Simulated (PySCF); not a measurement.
Gas-phase reaction: 2 GaNH2 + N2H2 = 2 GaH3 + 2 N2

Energies from PySCF, thermal terms from the rigid-rotor harmonic-oscillator model, ideal gas at 1 bar. † marks an energy on the PBE0/def2-TZVP geometry and frequencies; other levels use their own. MP2 and CCSD(T) freeze the core. All species are closed-shell singlets. Ga: all electrons, no relativistic terms. GaNH2, GaH3: computed as isolated molecules; such fragments, hydroxides, amides, oligomers or adducts are transient or little studied in the gas. MP2 isn't extrapolated to the basis-set limit; its ΔH°(298 K) is -218.6 kJ in def2-SVP and -157.2 kJ in def2-TZVPP. CCSD(T) isn't extrapolated to the basis-set limit; its ΔH°(298 K) is -190.1 kJ in def2-SVP and -145.4 kJ in def2-TZVPP. The harmonic model lacks anharmonicity and excited electronic states, which grow with temperature; levels with a mode under 35 cm⁻¹ are left out.

```csv
level,"ΔE electronic, kJ","ΔH°(298 K), kJ","ΔS°(298 K), J/K","ΔG°(1800 K), kJ"
CCSD(T)/def2-TZVPP†,-81,-145,99,-342
MP2/def2-SVP†,-154,-219,99,-415
PBE/def2-TZVP†,6,-58,99,-255
PBE0/def2-TZVP,-11,-76,99,-272
ωB97X-V/def2-TZVP†,-70,-134,99,-331
```
ΔH° is lowest at MP2/def2-SVP† and highest at PBE/def2-TZVP†. No reference value is set beside these.
